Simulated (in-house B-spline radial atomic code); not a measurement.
Rh2+ is squeezed into an impenetrable sphere of radius R (the orbitals vanish at R). No spin polarisation. Computed with an all-electron radial atomic-structure program (B-spline basis): scalar-relativistic (X2C) PBE, spherical fractional occupations, Fermi nucleus of rms radius 4.4945 fm.

Energies in eV above the free ion in [Kr] 4d7:

| R (bohr) | highest level (eV) | [Kr] 4d7 | [Kr] 4d6 4f1 | [Ar] 3d9 4s2 4p6 4d7 4f1 |
| --- | --- | --- | --- | --- |
| 8.11 | -25.7 | 9.185e-05 | 25.06 | 333.1 |
| 6.25 | -25.7 | 0.008243 | 26.78 | 334.8 |
| 4.71 | -25.4 | 0.2772 | 30.91 | 338.9 |
| 4.12 | -24.8 | 1.019 | 34.35 | 342.2 |
| 3.86 | -24.3 | 1.803 | 36.66 | 344.3 |
| 3.02 | -19.8 | 11.71 | 53.48 | 360.1 |
| 2.64 | -14.4 | 28.75 | 75.04 | 380.7 |
| 2.28 | -3.89 | 71.71 | 123.3 | 427.5 |
| 1.79 | 32.8 | 285.3 | 345.3 | 648.2 |
| 1.48 | 92.8 | 753.9 | 816.1 | 1127 |

Question: Does [Kr] 4d6 4f1 fall below [Kr] 4d7 under compression?

Answer: No, it stays above over the whole range.

Question: Does [Ar] 3d9 4s2 4p6 4d7 4f1 fall below [Kr] 4d7 under compression?

Answer: No, it stays above over the whole range.

The highest level is first positive in the row R = 1.79 bohr, pushed up by confinement above the zero of the free ion's potential. Each configuration is held fixed and needn't be the lowest in the sphere.
